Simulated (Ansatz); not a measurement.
## InNH3Cl (SMILES [NH2][InH][Cl]): the energy to break a bond

InNH3Cl: 6 atoms, total charge 0, spin state singlet. As SMILES, `[NH2][InH][Cl]`. The shape was relaxed beforehand at B3LYP/def2-SVP.

```csv
atom,x (Å),y (Å),z (Å)
N,-1.0392,0.1978,-0.5098
In,0.8006,0.1361,0.3306
Cl,1.0294,-1.8040,1.6884
H,-1.2203,0.7720,-1.3290
H,-1.5910,-0.6561,-0.5423
H,2.0626,1.2903,0.3158
```

Wanted: the dissociation energy of the Cl3–In2 bond into doublet Cl and doublet InNH3 (shapes relaxed at B3LYP/def2-SVP, no zero-point term). 1 Eh = 2625.50 kJ/mol = 27.2114 eV. Totals in Eh; open shells run unrestricted unless said.

```
                                                               level  program      InNH3Cl   doublet Cl  doublet InNH3
                                       HF/def2-TZVP (core potential)   Ansatz  -704.997412  -459.476807    -245.400788
                                  wB97M-V/def2-TZVP (core potential)   Ansatz  -706.879310  -460.125146    -246.594658
MP2/def2-TZVP (core potential), 10 core orbitals frozen in the whole   Ansatz  -705.677406  -459.632119    -245.883422
```

Problem. Work out the dissociation energy at each level.

Solution. 
1. HF/def2-TZVP (core potential): (-459.476807) + (-245.400788) − (-704.997412) = 0.119817 Eh = 314.6 kJ/mol = 3.26 eV.
2. wB97M-V/def2-TZVP (core potential): (-460.125146) + (-246.594658) − (-706.879310) = 0.159506 Eh = 418.8 kJ/mol = 4.34 eV.
3. MP2/def2-TZVP (core potential): (-459.632119) + (-245.883422) − (-705.677406) = 0.161865 Eh = 425.0 kJ/mol = 4.40 eV.

The levels span 315 to 425 kJ/mol; no measured value is set beside them. Hartree–Fock lacks the correlation of the bonding electrons, so it comes out low. A bond enthalpy at 298 K also holds the loss of zero-point energy and thermal terms.
